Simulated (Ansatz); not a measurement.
Born–Oppenheimer molecular dynamics of ClH5OSn (8 atoms, charge 0, multiplicity 1). It starts at the highest image of a converged band, a first-order saddle point between two minima.

Level of theory: RKS PBE/def2-SVP (Ansatz 0.2.0).

```yaml
ensemble: NVE (velocity Verlet)
time_step: 0.5 fs
steps_asked: 200
starting_velocities_drawn_for: 100 K
seed: 7047
```

Frames 0.5 fs apart, positions in Å, forces in eV/Å.

Velocities at 40 fs (Å/ps):

```
Sn -0.48 3.06 -0.81
H 8.16 -11.83 -1.72
H -3.98 -11.77 -9.22
H 16.01 17.33 -19.13
Cl 0.49 -2.84 1.32
O 0.77 -12.68 5.42
H 2.95 -14.25 -16.73
H 4.25 -39.23 9.48
```

```xyz
8
Properties=species:S:1:pos:R:3:forces:R:3 time_fs=40 energy_less_start_eV=-0.345 T=546
Sn 0.109 -0.186 -0.173 -0.13 1.12 -0.56
H 0.624 0.381 1.483 -0.19 -0.39 -0.40
H 1.387 0.166 -1.278 0.33 0.08 0.28
H -1.275 0.826 -0.552 0.13 0.09 0.42
Cl -0.833 -1.703 -1.866 0.01 -0.67 0.51
O 0.509 -2.144 1.210 0.11 0.45 0.86
H -0.144 -2.878 1.135 0.17 0.25 0.37
H 0.559 -1.752 2.149 -0.42 -0.93 -1.49
8
Properties=species:S:1:pos:R:3:forces:R:3 time_fs=40.5 energy_less_start_eV=-0.355 T=558
Sn 0.109 -0.184 -0.174 -0.11 1.10 -0.57
H 0.628 0.375 1.482 -0.20 -0.38 -0.41
H 1.385 0.160 -1.283 0.33 0.08 0.29
H -1.267 0.835 -0.561 0.12 0.09 0.43
Cl -0.833 -1.705 -1.865 0.00 -0.67 0.53
O 0.509 -2.150 1.213 0.08 0.36 0.67
H -0.142 -2.885 1.127 0.19 0.26 0.39
H 0.561 -1.772 2.152 -0.42 -0.85 -1.34
8
Properties=species:S:1:pos:R:3:forces:R:3 time_fs=41 energy_less_start_eV=-0.371 T=579
Sn 0.109 -0.182 -0.174 -0.08 1.07 -0.59
H 0.631 0.367 1.480 -0.21 -0.36 -0.40
H 1.384 0.155 -1.286 0.34 0.09 0.29
H -1.258 0.844 -0.569 0.11 0.09 0.43
Cl -0.832 -1.706 -1.865 -0.01 -0.66 0.55
O 0.509 -2.156 1.216 0.06 0.23 0.36
H -0.140 -2.891 1.120 0.20 0.25 0.40
H 0.562 -1.795 2.151 -0.41 -0.71 -1.04
8
Properties=species:S:1:pos:R:3:forces:R:3 time_fs=41.5 energy_less_start_eV=-0.390 T=602
Sn 0.108 -0.181 -0.175 -0.05 1.04 -0.61
H 0.634 0.359 1.476 -0.21 -0.34 -0.38
H 1.384 0.149 -1.289 0.34 0.09 0.30
H -1.250 0.853 -0.576 0.09 0.09 0.43
Cl -0.832 -1.708 -1.864 -0.01 -0.65 0.56
O 0.510 -2.163 1.219 0.04 0.07 -0.07
H -0.137 -2.896 1.114 0.18 0.22 0.39
H 0.561 -1.819 2.149 -0.38 -0.52 -0.61
8
Properties=species:S:1:pos:R:3:forces:R:3 time_fs=42 energy_less_start_eV=-0.404 T=621
Sn 0.108 -0.179 -0.175 -0.02 1.01 -0.65
H 0.636 0.350 1.472 -0.21 -0.32 -0.36
H 1.385 0.144 -1.291 0.33 0.09 0.30
H -1.241 0.863 -0.582 0.08 0.09 0.42
Cl -0.832 -1.709 -1.863 -0.01 -0.63 0.58
O 0.510 -2.169 1.222 0.03 -0.10 -0.60
H -0.134 -2.901 1.109 0.15 0.17 0.37
H 0.560 -1.845 2.144 -0.34 -0.30 -0.07
8
Properties=species:S:1:pos:R:3:forces:R:3 time_fs=42.5 energy_less_start_eV=-0.413 T=632
Sn 0.108 -0.178 -0.175 0.00 0.98 -0.70
H 0.638 0.340 1.467 -0.21 -0.30 -0.32
H 1.387 0.139 -1.293 0.33 0.09 0.31
H -1.232 0.872 -0.587 0.06 0.10 0.42
Cl -0.832 -1.711 -1.862 -0.02 -0.62 0.60
O 0.511 -2.175 1.225 0.03 -0.26 -1.19
H -0.131 -2.906 1.105 0.10 0.09 0.33
H 0.558 -1.872 2.140 -0.28 -0.07 0.55
8
Properties=species:S:1:pos:R:3:forces:R:3 time_fs=43 energy_less_start_eV=-0.415 T=635
Sn 0.108 -0.176 -0.176 0.03 0.95 -0.76
H 0.640 0.330 1.462 -0.21 -0.27 -0.27
H 1.389 0.135 -1.294 0.32 0.09 0.31
H -1.222 0.882 -0.591 0.04 0.10 0.41
Cl -0.831 -1.712 -1.861 -0.02 -0.60 0.62
O 0.511 -2.181 1.227 0.04 -0.38 -1.74
H -0.127 -2.910 1.102 0.03 -0.01 0.28
H 0.555 -1.898 2.137 -0.23 0.13 1.14
8
Properties=species:S:1:pos:R:3:forces:R:3 time_fs=43.5 energy_less_start_eV=-0.416 T=637
Sn 0.107 -0.174 -0.176 0.05 0.91 -0.82
H 0.640 0.319 1.455 -0.20 -0.24 -0.21
H 1.392 0.130 -1.294 0.30 0.09 0.32
H -1.213 0.892 -0.594 0.03 0.10 0.40
Cl -0.831 -1.714 -1.860 -0.02 -0.58 0.64
O 0.512 -2.188 1.230 0.07 -0.44 -2.15
H -0.123 -2.915 1.099 -0.05 -0.12 0.22
H 0.552 -1.925 2.137 -0.19 0.28 1.60
8
Properties=species:S:1:pos:R:3:forces:R:3 time_fs=44 energy_less_start_eV=-0.421 T=644
Sn 0.107 -0.173 -0.177 0.07 0.87 -0.90
H 0.641 0.307 1.448 -0.18 -0.21 -0.14
H 1.396 0.126 -1.293 0.29 0.09 0.32
H -1.204 0.903 -0.596 0.01 0.10 0.38
Cl -0.831 -1.716 -1.859 -0.02 -0.56 0.66
O 0.512 -2.194 1.232 0.11 -0.42 -2.31
H -0.120 -2.920 1.097 -0.13 -0.23 0.16
H 0.548 -1.950 2.140 -0.15 0.35 1.83
8
Properties=species:S:1:pos:R:3:forces:R:3 time_fs=44.5 energy_less_start_eV=-0.436 T=662
Sn 0.107 -0.171 -0.177 0.09 0.83 -0.98
H 0.641 0.295 1.441 -0.16 -0.17 -0.06
H 1.401 0.121 -1.291 0.27 0.08 0.33
H -1.194 0.913 -0.597 -0.01 0.11 0.37
Cl -0.831 -1.718 -1.858 -0.02 -0.54 0.67
O 0.512 -2.200 1.234 0.15 -0.32 -2.18
H -0.117 -2.925 1.095 -0.19 -0.32 0.09
H 0.544 -1.975 2.148 -0.13 0.34 1.75
8
Properties=species:S:1:pos:R:3:forces:R:3 time_fs=45 energy_less_start_eV=-0.457 T=689
Sn 0.107 -0.169 -0.178 0.11 0.78 -1.06
H 0.640 0.282 1.433 -0.15 -0.14 0.02
H 1.406 0.117 -1.289 0.25 0.08 0.33
H -1.185 0.924 -0.597 -0.03 0.11 0.35
Cl -0.830 -1.720 -1.857 -0.02 -0.52 0.69
O 0.513 -2.207 1.235 0.19 -0.19 -1.76
H -0.114 -2.931 1.093 -0.24 -0.39 0.04
H 0.540 -1.999 2.160 -0.12 0.27 1.39
8
Properties=species:S:1:pos:R:3:forces:R:3 time_fs=45.5 energy_less_start_eV=-0.479 T=717
Sn 0.106 -0.168 -0.179 0.12 0.73 -1.15
H 0.639 0.270 1.426 -0.12 -0.11 0.11
H 1.412 0.114 -1.286 0.23 0.08 0.33
H -1.175 0.935 -0.596 -0.04 0.11 0.34
Cl -0.830 -1.721 -1.856 -0.02 -0.49 0.71
O 0.513 -2.213 1.236 0.20 -0.06 -1.15
H -0.111 -2.938 1.091 -0.26 -0.42 -0.01
H 0.535 -2.022 2.176 -0.11 0.16 0.83
```

Of the whole run (100 fs, mean temperature of the second half 1217 K): The conserved energy stayed within 0.092 meV per atom of its start (net change -0.05 meV per atom), so the integration is sound. The kinetic energy rose, since the run started high on the potential surface and went downhill. It ends in pieces (ClH3Sn + H2O), so much of that is their flight and rotation, not heat. A run of 0.1 ps of so small a system gives no equilibrium averages. The orbitals stay closed-shell, which can raise the energy where a bond breaks towards radicals; this wasn't checked here.

The run took 6.8 min on 1 thread of Arm Neoverse V2 (shared host), peak memory 0.11 GiB.
